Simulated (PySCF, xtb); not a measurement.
B(H)3 cation (BH3), SMILES B (connectivity only; charge and spin as stated), charge +1, multiplicity 2.

Harmonic wavenumbers (cm⁻¹) from GFN2-xTB (xtb 6.7.1) at its own minimum, in rising order: 234, 683, 942, 2198, 2318, 2698.

Question: What does r2SCAN-D4/def2-TZVPD in PySCF 2.14.0 give at its own minimum? (An estimate is asked for; the answer gives what the named calculation found.)

Answer: 446, 853, 1000, 1851, 2230, 2867. Paired by order, the mean absolute difference is 174 cm⁻¹ and the zero-point energies are 13.0 and 13.2 kcal/mol.
